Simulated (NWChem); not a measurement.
Molecule: C2H7Si, doublet; SMILES [SiH](C)C

Computed with NWChem. Spin-unrestricted. In the optimisation the excess spin sits in a' (Cs, its own frame). All runs use the structure optimised with PBE0/def2-SVP, spin-unrestricted. No stability test was run on the SCF state. Level: M05-2X/def2-SVP with SMD (1 M gas to 1 M solution), gas-phase geometry. Reactions with the solvent are ignored.

Q: What does the run give for solvent 1-propanol? Quantities: solvation free energy (kcal/mol); cavity-dispersion-structure term (kcal/mol); dipole in solution (D).

A: 
| Property | Result |
|---|---|
| solvation free energy (kcal/mol) | -1.2 |
| cavity-dispersion-structure term (kcal/mol) | 0.2 |
| dipole in solution (D) | 1.20 |
